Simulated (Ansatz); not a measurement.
Cl₅Nb, SMILES [Cl][Nb-]([Cl])([Cl])([Cl])[Cl] (connectivity only; charge and spin as stated), charge -1, multiplicity 2. Atoms are numbered in the order given.

```xyz
6

Nb     0.0000     0.0000    -0.0169
Cl     0.0000    -2.4371    -0.0073
Cl     0.0000     2.4371    -0.0073
Cl     0.0000     0.0000     2.3438
Cl    -2.0911     0.0000    -1.0828
Cl     2.0911     0.0000    -1.0828
```
Charge -1, spin multiplicity 2.

Coordinates come from a B3LYP-D3(BJ)/def2-SVPD optimisation. The spin state was assumed, not searched. The def2 effective core potentials stand for the cores of Nb; spin–orbit coupling is left out.

Two levels are set side by side: PBE-D3(BJ)/def2-SVPD (Ansatz, a program for electronic structure) and B3LYP-D3(BJ)/def2-SVPD (Ansatz). Each level has its own optimised geometry; the coordinates shown are those of the second. Differences are taken from unrounded values.

| quantity | B3LYP-D3(BJ) | PBE-D3(BJ) | PBE-D3(BJ) minus B3LYP-D3(BJ) |
|---|---|---|---|
| mean bond length (Å) | 2.386 | 2.380 | -0.005 |
| bond Nb1–Cl2 (Å) | 2.437 | 2.429 | -0.008 |
| bond Nb1–Cl3 (Å) | 2.437 | 2.429 | -0.008 |
| bond Nb1–Cl4 (Å) | 2.361 | 2.355 | -0.006 |
| bond Nb1–Cl5 (Å) | 2.347 | 2.344 | -0.003 |
| bond Nb1–Cl6 (Å) | 2.347 | 2.344 | -0.003 |

Here PBE gives about what the other level gives.
